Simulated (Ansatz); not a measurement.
Consider the substitution at a C–F bond: `FC1(Br)C[SiH2]1` + HCl → `ClC1(Br)C[SiH2]1` + H–F.

Computed with Ansatz on PBE0-D4/def2-TZVP structures; ΔE is electronic, products minus reactants. CCSD(T)/CBS adds triple-zeta CCSD(T) − MP2 to the extrapolated MP2 energy (def2 sets, frozen cores). This one scheme is used for every species. DFT in def2-TZVPP. B3LYP here is the variant with VWN-RPA as its local correlation; programs differ in this. For Br outer-core shells are correlated without core-valence functions, which leaves a few kJ/mol of doubt a bond. Scalar relativity is left out up to krypton.

```tsv
level	ΔE (kJ/mol)	difference from CCSD(T)/CBS
PBE-D4	-15.6	13.6
r2SCAN-D4	-10.5	18.7
PBE0-D4	-18.6	10.6
B3LYP-D4	-14.2	15.0
ωB97X-V	-12.0	17.2
ωB97M-V	-14.6	14.6
B2PLYP	-16.1	13.1
PBE	-10.2	19.0
r2SCAN	-9.3	19.9
PBE0	-13.8	15.4
B3LYP	-5.1	24.1
HF/def2-TZVPP	-2.6	26.6
MP2/def2-TZVPP	-38.1	-8.9
SCS-MP2/def2-TZVPP	-29.5	-0.3
CCSD/def2-TZVPP	-19.0	10.2
CCSD(T)/def2-TZVPP	-22.2	7.0
HF/def2-QZVPP	-3.0	26.2
MP2/def2-QZVPP	-42.3	-13.1
SCS-MP2/def2-QZVPP	-33.5	-4.3
HF/CBS(def2)	-3.0	26.2
MP2/CBS(def2)	-45.1	-15.9
CCSD/CBS(def2)	-26.0	3.2
CCSD(T)/CBS	-29.2	0
```

Largest T1 diagnostic among the species: 0.011.

In def2-TZVPP, CCSD(T) changes the Hartree–Fock value by −19.6 kJ/mol (the triples alone add −3.2 kJ/mol) and MP2 by −35.5 kJ/mol. The D4 term adds −9.1 kJ/mol with B3LYP and −4.7 kJ/mol with PBE0; it sums over pairs of atoms, weighted by their polarisabilities, and B3LYP, whose exchange is more repulsive, gets the larger term. From PBE to PBE0 (25 % exact exchange), in def2-TZVPP and without D4, ΔE moves by −3.7 kJ/mol.
